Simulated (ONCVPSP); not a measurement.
# Potentials for carbon (C) compared

Generated with ld1.x 7.5 (TM, RRKJ, ultrasoft, PAW), atompaw 4.2 or ONCVPSP 4.0.1. The cutoff is in Ry: for ld1.x and atompaw files where the sum of valence levels is converged to 10 mRy in a Bessel basis, for ONCV files where the hardest occupied wave has 1 mHa per electron of residual kinetic energy. The error is the largest all-electron minus pseudo excitation energy over each file’s own four to seven test configurations (ionisations up to +4, promotions, holes and added fractions of an electron), all of which were solved. The labels leave out finer settings (local radius, basis sizes, second energies), which also bear on the numbers. Spin-polarised tests are not counted. The rows are a selection from randomly drawn settings: files with unsolved tests, undetermined cutoffs or missed reference levels are left out.

A true bound ghost makes a file unfit for plane-wave use even where its test errors are small: the radial tests pick states by their node count and pass the ghost by.

| potential | cutoff (Ry) | largest error (meV) | bound ghosts |
| --- | --- | --- | --- |
| ONCV, PBE, scalar-relativistic, rc 0.85/2.75/2.40 (spd), local smoothed, core correction yes, reference 2s2 2p2, qcut 9.5/5/4.2, projectors 2/1/2 | 49 | +1848 | s |
| ONCV, PBE, scalar-relativistic, rc 1.30/2.15 (sp), local smoothed, core correction yes, reference 2s2 2p2, qcut 4.2/6, projectors 3/2 | 73 | +770 | none |
| ONCV, PBE, fully relativistic, rc 0.90/1.75/1.40 (spd), local smoothed, core correction yes, reference 2s2 2p1, qcut 9.4/6.7/7.7, projectors 1/2/3 | 41 | -62 | none |
| ONCV, PBE, scalar-relativistic, rc 1.20/2.05/1.60 (spd), local smoothed, core correction yes, reference 2s2 2p1.75, qcut 4.3/5.6/6.4, projectors 2/2/2 | 96 | +386 | none |
| ONCV, PBEsol, scalar-relativistic, rc 1.10/2.15 (sp), local smoothed, core correction yes, reference 2s1.5 2p2.5, qcut 4.7/6.7, projectors 2/2 | 125 | +318 | none |
| ONCV, PBEsol, scalar-relativistic, rc 1.05/2.00/1.55 (spd), local smoothed, core correction yes, reference 2s2 2p2, qcut 6.6/5.4/5.3, projectors 3/2/2 | 39 | +716 | s |

Q: Fill in the row for C: ONCV, LDA (Perdew-Wang 92), scalar-relativistic, rc 1.25/2.00/1.55 (spd), local smoothed, core correction no, reference 2s2 2p2, qcut 5.1/5.8/6.3, projectors 1/3/2.

A: cutoff 70 Ry, largest error +928 meV, bound ghosts: none.

Q: Fill in the row for C: ONCV, PBEsol, scalar-relativistic, rc 1.30/2.90 (sp), local smoothed, core correction yes, reference 2s1.5 2p2.5, qcut 4.3/4.2, projectors 1/2.

A: cutoff 49 Ry, largest error +1812 meV, bound ghosts: none.

Q: Fill in the row for C: ONCV, PBEsol, scalar-relativistic, rc 0.45/1.80 (sp), local smoothed, core correction no, reference 1s2 2s1.5 2p2.5, qcut 26.9/9.5, projectors 2/2.

A: cutoff 540 Ry, largest error +109 meV, bound ghosts: none.
